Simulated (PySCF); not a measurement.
# Dipole response of Ru (ruthenium, neutral)

[Kr] 4d7 5s1, high-spin 5F determinant. Computed with PySCF 2.14 in aug-cc-pwCVTZ-DK (11s10p8d4f3g, 136 functions), with scalar relativity by spin-free X2C-1e. Coupled (time-dependent) response in atomic units; α is the mean over directions.

| method | mean α (bohr³) | C₆ (like pair) | S(−4) |
| --- | --- | --- | --- |
| PBE | 58.39 | 538.5 | 2111 |

S(−4) is the Cauchy moment in α(ω) = α(0) + S(−4) ω² + …

Reference α: 72 ± 10 bohr³ (recommended; Schwerdtfeger and Nagle, table of static dipole polarizabilities (2023 update)). Published C₆: 809.0 (Gould and Bucko (2016)).

Spin-orbit coupling is absent.

α(iu) at PBE:

```json
{"u (hartree)": "0", "α(iu) (bohr³)": "58.39"}
{"u (hartree)": "0.0500", "α(iu) (bohr³)": "53.67"}
{"u (hartree)": "0.100", "α(iu) (bohr³)": "43.95"}
{"u (hartree)": "0.200", "α(iu) (bohr³)": "28.05"}
{"u (hartree)": "0.300", "α(iu) (bohr³)": "19.59"}
{"u (hartree)": "0.500", "α(iu) (bohr³)": "11.99"}
{"u (hartree)": "0.750", "α(iu) (bohr³)": "7.873"}
{"u (hartree)": "1.00", "α(iu) (bohr³)": "5.678"}
{"u (hartree)": "1.50", "α(iu) (bohr³)": "3.417"}
{"u (hartree)": "2.00", "α(iu) (bohr³)": "2.300"}
{"u (hartree)": "3.00", "α(iu) (bohr³)": "1.251"}
{"u (hartree)": "5.00", "α(iu) (bohr³)": "0.5423"}
```

A single London oscillator, α(iu) = α/(1 + u²/ω²), gives C₆ = (3/4) ω α². Matching the computed C₆ needs ω = 4 × 538.5 / (3 × 58.39²) = 0.211 hartree.
